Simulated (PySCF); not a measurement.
An unknown is described by computed data only.

Elements present: C, H, O and Si. Monoisotopic mass: 102.0501 u.

| Item | Value |
| --- | --- |
| Dipole | 1.39 D [B3LYP/def2-SVPD] |
| XPS | Si2p3/2 107.1, C1s 290.1, C1s 290.1, C1s 290.5, C1s 290.9, O1s 538.5, Si1s 1847.0 eV [ΔSCF SCAN, pcX-2 on the ionised atom, pcseg-1 elsewhere, spin-free X2C, 2p3/2 from a spin–orbit splitting computed afterwards within the 2p shell] |
| 1H NMR | chemical shifts (computed TMS as zero) by class: 6.18 (1 H), 5.29 (1 H), 5.16 (1 H), 4.83 (2 H), 1.93 (2 H), 0.79 (2 H), 0.61 (1 H) ppm [GIAO CAM-B3LYP/pcSseg-2] |
| Polarisability | 82.5 au [B3LYP/def2-SVPD] |
| Rotational structure | rotational constants A, B, C: 11.059, 0.959, 0.935 GHz [PBE0-D3(BJ)/def2-SVP] |
| 13C NMR | chemical shifts (computed TMS as zero) by class: 159.0 (1 C), 125.0 (1 C), 30.3 (1 C), 21.0 (1 C) ppm [GIAO CAM-B3LYP/pcSseg-2] |
| Valence photoelectron | vertical ionisation energy: 9.33 eV [ΔSCF B3LYP/def2-SVPD] |

The electronic properties come from PySCF, for the isolated species, density fitting. Levels stand in brackets. One conformer (not necessarily the lowest) at the PBE0-D3(BJ)/def2-SVP geometry, without solvent, vibrations or thermal averaging. NMR values are class means; diastereotopic atoms form classes of their own.

Task: Which formula fits the mass and the elements?

Result: C4H10OSi (calculated 102.0501). No other formula that holds each of these elements comes within 0.0003 u with a fitting electron parity and a possible valence count.

Task: What is the compound? Reason from the data.

Result: Numbering: `[CH2:1]=[CH:2][CH2:3][CH2:4][SiH2:5][OH:6]`. Its formula, C4H10OSi, gives 1 degree of unsaturation: 0 rings and 1 π bond in the structure found. 4 carbons fall into 4 classes; from least to most shielded: alkene CH carbon [C2] (159.0 ppm), terminal =CH2 carbon [C1] (125.0 ppm), allylic carbon [C3] (30.3 ppm), sp3 carbon bound to silicon [C4] (21.0 ppm). Hydrogen classes from least to most shielded: 1 H on an alkene CH carbon, C2 (6.18 ppm), 1 H on a terminal =CH2 carbon, C1 (5.29 ppm), 1 H on a terminal =CH2 carbon, C1 (5.16 ppm), 2 H on an oxygen-bound silicon, Si5 (4.83 ppm), 2 H on an allylic carbon, C3 (1.93 ppm), 2 H on an sp3 carbon bound to silicon, C4 (0.79 ppm), 1 H on a silanol oxygen, O6 (0.61 ppm). The core levels belong to: Si2p3/2 107.1 eV, oxygen-bound silicon [Si5]; C1s 290.1 eV, terminal =CH2 carbon [C1]; C1s 290.1 eV, sp3 carbon bound to silicon [C4]; C1s 290.5 eV, alkene CH carbon [C2]; C1s 290.9 eV, allylic carbon [C3]; O1s 538.5 eV, silanol oxygen [O6]; Si1s 1847.0 eV, oxygen-bound silicon [Si5]. The hole state at 290.5 eV has ⟨S²⟩ = 0.84 against 0.75, so that value is less sure. The first electron is taken from the HOMO, whose largest Löwdin shares are 0.37 on the terminal =CH2 carbon, 0.33 on the alkene CH carbon, 0.07 on the sp3 carbon bound to silicon and 0.06 on the allylic carbon. The optimised geometry has point group C1 and is an asymmetric top. Structure: `C=CCC[SiH2]O`. Computed isomers that give other values at the same levels: `CO[C@H]1CC[SiH2]1` (13C chemical shifts (computed TMS as zero) by class: 77.9 (1 C), 60.4 (1 C), 33.7 (1 C), 0.5 (1 C) ppm); `O[SiH]1CCCC1` (13C chemical shifts (computed TMS as zero) by class: 29.8 (2 C), 17.0 (2 C) ppm); `C/C=C/CO[SiH3]` (rotational constant A: 9.584 GHz; this holds for the one conformer computed). The assignments are read from this structure; whether some other isomer fits the data as well wasn't checked.

Shape of the structure used: `[CH2:1]=[CH:2][CH2:3][CH2:4][SiH2:5][OH:6]`: C1–C2–C3–C4 -117°, C2–C3–C4–Si5 -178°, C3–C4–Si5–O6 177°, H–O6–Si5–C4 69°.
